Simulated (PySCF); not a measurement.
Cartesian coordinates in Å; atom numbers follow the order of the lines, from 1:
```xyz
8

F     0.376    1.712    0.086
C     0.169    0.472    0.575
Cl    1.627   -0.139    1.339
C    -0.260   -0.438   -0.581
F     0.670   -0.524   -1.520
F    -0.531   -1.660   -0.129
F    -1.369    0.058   -1.130
H    -0.625    0.500    1.322
```

- PBE0-D3(BJ)/def2-TZVP geometry
- shielding tensors at PBE0/pcSseg-2 (GIAO)
- run in PySCF
- non-relativistic Hamiltonian, a single conformation, equivalent nuclei averaged, in vacuum

Chemical shifts δ = σref − σ; 13C (σref 186.03) and 1H (σref 31.52) vs TMS; CFCl3 for 19F (σref 174.31); HCl for 35Cl (σref 945.66), all at this level.

| atoms | nucleus | count | Hirshfeld charge | δ (ppm) |
| --- | --- | --- | --- | --- |
| C2 | 13C | 1 | 0.06 | 105.4 |
| Cl3 | 35Cl | 1 | -0.02 | 209 |
| F5/F6/F7 | 19F | 3 | -0.08 | ? |
| C4 | 13C | 1 | 0.24 | ? |
| F1 | 19F | 1 | -0.09 | -171.0 |
| H8 | 1H | 1 | 0.06 | 6.17 |

Complete the table.

## Answers


- C4: 132.6 ppm, CF3 carbon; 3 electronegative neighbours deshield it
- F5/F6/F7: -93.7 ppm, fluorine of a CF3 group

Carbons that carry Cl, above all several Cl atoms, come out too deshielded, partly because spin–orbit coupling is missing. Shifts are as computed. Against solution values, carbons near 30 ppm lie about +3 ppm off and those near 130 ppm about +9 ppm; carbons on Cl a further +4 ppm. Of 1211 compounds with measured shifts, 218 miss one by over three times the rms of a fit or turn the order of signals round; such compounds aren't used in these exercises. Unscaled 19F shifts against computed CFCl3 carry errors that often reach 10 to 50 ppm.
